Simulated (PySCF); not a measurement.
**Stretching InN**

Set-up: PySCF, spin-free X2C with a Gaussian nucleus, basis sets In x2c-SVPall, N x2c-SVPall. Energies in eV from In + N in their ground configurations at the same level. All curves are PBE0. state 1: ³Σ⁻ (triplet), unpaired electrons π ↑↑; state 2: ³Π (triplet), unpaired electrons σ ↑, π ↑, a second solution, started from another occupation; state 3: Ms = 0 determinant of mixed spin (⟨S²⟩ near 1.0), unpaired electrons π ↑↓, a mixture of terms (⟨Lz²⟩ = 2.0), a second solution, started from another occupation; state 4: Ms = 0 determinant of mixed spin (⟨S²⟩ near 1.0), unpaired electrons σ ↓, π ↑, a second solution, started from another occupation.

| R (Å) | state 1 | state 2 | state 3 | state 4 |
| --- | --- | --- | --- | --- |
| 1.907 | -1.084 | -1.353 | -0.540 | -0.961 |
| 1.996 | -1.491 | -1.536 | -0.944 | -1.111 |
| 2.085 | -1.708 | -1.574 | -1.157 | -1.119 |
| 2.151 | -1.782 | -1.539 | -1.226 | -1.061 |
| 2.218 | -1.799 | -1.467 | -1.239 | -0.967 |
| 2.284 | -1.774 | -1.370 | -1.209 | -0.847 |
| 2.373 | -1.696 | -1.219 | -1.121 | -0.661 |
| 2.484 | -1.552 | -1.023 | -0.962 | -0.408 |
| 2.617 | -1.349 | -0.806 | -0.732 | -0.104 |
| 2.795 | -1.079 | -0.573 | -0.403 | 0.244 |

**Question.** Put a parabola through the three lowest points of the state 1 curve and estimate Re, k and ωe (reduced mass 12.48 u; 1 eV/Å² = 0.16022 mdyn/Å; ωe = 1302.8·√(k/μ) cm⁻¹).

**Answer.** Through R = 2.151, 2.218, 2.284 Å the second-order coefficient is 4.76 eV/Å², so Re ≈ 2.211 Å, k ≈ 1.52 mdyn/Å and ωe ≈ 455 cm⁻¹. A polynomial fit of higher order to the unrounded PBE0 energies gives Re = 2.209 Å, k = 1.56 mdyn/Å, ωe = 461 cm⁻¹; anharmonicity and rounding make the difference.

The higher-order fit for each curve: state 1: Re = 2.209 Å, ωe = 461 cm⁻¹, De = 1.80 eV; state 2: Re = 2.071 Å, ωe = 526 cm⁻¹, minimum 1.58 eV below the ground-state fragments; state 3: Re = 2.201 Å, ωe = 474 cm⁻¹, minimum 1.24 eV below the ground-state fragments; state 4: Re = 2.045 Å, ωe = 555 cm⁻¹, minimum 1.13 eV below the ground-state fragments.

⟨S²⟩ of the unrestricted solution departs from its pure value on part of the curve, where spin states mix. These are scalar-relativistic numbers at best; spin–orbit coupling would shift them, the dissociation energy most. The state was picked by a PBE0 search and need not be the measured ground state.
